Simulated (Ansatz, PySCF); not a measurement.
Dimer: CH5N (SMILES CN) (first 7 atoms) with CH4S (SMILES CS); geometry from B3LYP-D3(BJ)/def2-TZVP, rigid monomers moved along the line of their centres of mass till N2···H13 is 1.95 Å.
(charge 0, multiplicity 1):
```xyz
13

C      0.418     0.390     0.463
N     -0.362    -0.817     0.738
H      1.425     0.262     0.862
H     -0.035     1.233     0.987
H      0.503     0.649    -0.599
H      0.070    -1.636     0.327
H     -1.295    -0.743     0.350
C      1.173     0.082     4.067
S     -0.634    -0.100     3.913
H      1.561     0.801     3.347
H      1.370     0.454     5.072
H      1.676    -0.875     3.944
H     -0.628    -0.595     2.652
```

Counterpoise-corrected where a basis set is named; no monomer relaxation. Rows marked so take none.

Correlated levels freeze the cores. Rows in 3-21G, 6-31G* carry no dispersion term and start afresh at each structure (6-31G* with six Cartesian d functions). MP2/6-31G* freezes PySCF's default core.

Programs: Ansatz (Gaussian orbitals); PySCF for 3-21G rows, 6-31G* rows. Values without a source in brackets are computed.

| level | interaction energy (kcal/mol) |
|---|---|
| HF/3-21G (no counterpoise) | -4.31 |
| B3LYP/def2-TZVPPD | -0.55 |
| PBE0/def2-TZVPPD | -2.24 |
| wB97X-V/def2-TZVPPD | -2.79 |
| MP2/6-31G* | -1.57 |
| MP2/6-31G* (no counterpoise) | -4.16 |
| MP2/aug-cc-pV(D+d)Z | -2.59 |
| CCSD/aug-cc-pV(D+d)Z | [?] |
| CCSD(T)/aug-cc-pV(D+d)Z | [?] |

Q: What belongs in the gaps?

A: 
- CCSD/aug-cc-pV(D+d)Z, interaction energy (kcal/mol): -1.07
- CCSD(T)/aug-cc-pV(D+d)Z, interaction energy (kcal/mol): -1.79

Ansatz is a quantum-chemistry and plane-wave program.
